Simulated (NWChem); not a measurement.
C₂H₃ClFNSi; SMILES N#C[C@H](F)[SiH2]Cl

```xyz
9

N      2.0948    -1.7905    -0.2550
C      1.0238    -1.4585     0.0860
C     -0.3164    -1.0179     0.4625
F     -1.2825    -1.9552     0.0805
Si    -0.8198     0.6311    -0.4120
Cl     0.5081     2.1091     0.1742
H     -0.3556    -0.8866     1.5682
H     -2.2029     0.9636     0.0524
H     -0.7570     0.4186    -1.8904
```
Atoms are numbered in this order, from 1.

Computed with NWChem. Coordinates come from a PBE-D3(BJ)/def2-SVP optimisation. Level: PBE/def2-SVP with SMD (1 M gas to 1 M solution), gas-phase geometry. Reactions with the solvent are ignored.

Q: What does the run give for solvent methanol? Quantities: solvation free energy (kcal/mol); cavity-dispersion-structure term (kcal/mol); dipole in solution (D).

A: 
```json
{
  "solvation free energy (kcal/mol)": "-4.7",
  "cavity-dispersion-structure term (kcal/mol)": "1.3",
  "dipole in solution (D)": "4.05"
}
```
